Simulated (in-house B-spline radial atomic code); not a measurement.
Ca⁺. Computed with a B-spline radial atomic code. Model: non-relativistic spherical atom: semilocal Troullier-Martins pseudo-atom, one channel per l, against all electrons, high spin, G0W0 and RPA with empty states to l = 8, local potential for every l without a channel, a model core (radius 0 = none) keeps its share of the functional.

What the tables leave out is listed at the end.

The pseudopotential gives back the lowest level of each angular momentum of its own functional in the configuration it was made in; a second state of the same l is only approximately right. Exact exchange, RPA and GW see the smooth pseudo-orbitals and miss the exchange with the core, for which the functional's share stands in. The column with an uncorrelated core keeps all orbitals and exact exchange, and so separates missing core correlation from pseudisation. Only the three outermost levels and the lowest empty one were computed. RPA here is direct RPA, with no exchange kernel, and its energies carry an (l + 1/2)⁻⁴ tail. A hybrid on a potential with a model core restores only its own semilocal share of the core's exchange.

Command:
```bash
python run_psgw.py task.json out
```
Settings (lengths in bohr, energies in hartree):
```
Z                      20
electrons              19
configuration          [Ar] 4s1
generated_in           [Ar] 4s2
functional             lda,vwn
core_shells            3
radius_factor          1
core_correction        True
ion_configuration      [Ne] 3s2 3p6
```

Time taken, with all properties: 18 s on 1 thread of Intel(R) Xeon(R) 6975P-C (Granite Rapids), on a shared host.

Given: made with LDA VWN5; model core radius 0.621 bohr; local radius 1.216 bohr; mean-field start LDA VWN5.

Valence shells of the generating configuration: 3s, 3p, 4s.

Channel: s 1.007, p 1.049, d 2.4 (radii in bohr).

Computed: largest level miss in the spin-unpolarised generating configuration 0.022 eV; valence RPA correlation energy all-electron orbitals -0.50694 hartree; valence RPA correlation energy pseudo -0.5379 hartree; all-electron RPA polarisability, core included 44.966 bohr³; pseudo-atom RPA polarisability 44.404 bohr³; ionisation by RPA all-electron 12.449 eV; ionisation by RPA pseudo minus all 0.036 eV.

```json
{"level": "4s up", "occupied": "1", "mean-field all-electron (eV)": "-9.461", "mean-field pseudo minus all (eV)": "-0.042", "G0W0 all-electron (eV)": "-12.366", "G0W0 uncorrelated core minus all (eV)": "0.014", "G0W0 pseudo minus all (eV)": "-0.066", "exchange self-energy all-electron (eV)": "-8.4576", "exchange self-energy pseudo (eV)": "-8.0316"}
{"level": "3d up (empty)", "occupied": "0", "mean-field all-electron (eV)": "-8.8489", "mean-field pseudo minus all (eV)": "-0.014", "G0W0 all-electron (eV)": "-4.4098", "G0W0 uncorrelated core minus all (eV)": "0.065", "G0W0 pseudo minus all (eV)": "-0.192", "exchange self-energy all-electron (eV)": "-7.4611", "exchange self-energy pseudo (eV)": "-6.6059"}
```

Task: What is the ionisation by mean-field all-electron?

Result: 12.115 eV.

Task: What is the ionisation by mean-field pseudo minus all?

Result: 0.055 eV.

Given: mean-field start PBE0.

Computed: all-electron RPA polarisability, core included 39.667 bohr³; pseudo-atom RPA polarisability 39.704 bohr³; ionisation by mean-field all-electron 11.875 eV; ionisation by mean-field pseudo minus all 0.011 eV; ionisation by RPA all-electron 12.235 eV; ionisation by RPA pseudo minus all 0.014 eV.

| level | occupied | mean-field all-electron (eV) | mean-field pseudo minus all (eV) | G0W0 all-electron (eV) | G0W0 uncorrelated core minus all (eV) | G0W0 pseudo minus all (eV) | exchange self-energy all-electron (eV) | exchange self-energy pseudo (eV) |
| --- | --- | --- | --- | --- | --- | --- | --- | --- |
| 4s up | 1 | -9.9147 | -0.008 | -12.285 | 0.014 | -0.017 | -8.1837 | -7.7813 |
| 4s down (empty) | 0 | -7.3449 | -0.012 | -6.2355 | 0.012 | -0.045 | -1.4253 | -1.0119 |

Task: What is the valence RPA correlation energy all-electron orbitals?

Result: -0.46641 hartree.

Task: What is the valence RPA correlation energy pseudo?

Result: -0.49623 hartree.

Among the listed levels the largest G0W0 shift of the pseudo-atom is -0.19 eV, for 3d up (empty) on the LDA VWN5 start, while leaving the core uncorrelated moves that level by +0.07 eV. So pseudisation and the lost core exchange, not the missing core correlation, make the error. Not in the tables (levels of low weight, unsolved or above zero; the highest and the empty levels are kept at any weight): on LDA the G0W0 levels 3p down (pseudo minus all -0.21 eV, weights 0.37 and 0.43), 3p up (pseudo minus all -0.21 eV, weights 0.33 and 0.40); on PBE0 the G0W0 levels 3p down (pseudo minus all -0.09 eV, weights 0.74 and 0.75), 3p up (pseudo minus all -0.09 eV, weights 0.73 and 0.74); no Hartree-Fock pseudo-atom is run with a model core.
